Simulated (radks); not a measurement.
Values are calculated unless marked as measured or tabulated.
Polarisability of the carbon ion C2+, [He] 2s2, at imaginary frequency. Code: a radial shooting solver on a logarithmic mesh with Libxc functionals. Model: non-relativistic Kohn-Sham, LB94 model potential, spin-unpolarised, spherical densities, point nucleus. Response by self-consistent Sternheimer equations with the Hartree and adiabatic LDA kernel.

| w (hartree) | alpha1(iw) (bohr^3) | alpha2(iw) (bohr^5) |
|---|---|---|
| 0.00266 | 4.357 | 5.491 |
| 0.0143 | 4.352 | 5.491 |
| 0.0360 | 4.326 | 5.487 |
| 0.0697 | 4.242 | 5.474 |
| 0.118 | 4.045 | 5.441 |
| 0.186 | 3.664 | 5.368 |
| 0.280 | 3.066 | 5.219 |
| 0.413 | 2.318 | 4.933 |
| 0.605 | 1.579 | 4.422 |
| 0.892 | 0.9816 | 3.606 |
| 1.35 | 0.5603 | 2.521 |
| 2.12 | 0.2869 | 1.414 |
| 3.59 | 0.1251 | 0.5981 |
| 6.94 | 0.04301 | 0.1759 |
| 17.5 | 0.009534 | 0.02890 |

Static values: alpha1 = 4.357 bohr^3 (0.6456 angstrom^3; uncoupled 8.541), alpha2 = 5.492 bohr^5, alpha3 = 18.08 bohr^7. C6 = 6.499, C8 = 61.36, triple-dipole C9 = 20.50 atomic units. One-pole (London) frequency 4 C6 / (3 alpha1^2) = 0.457 hartree, against 1.702 for minus the highest occupied eigenvalue.
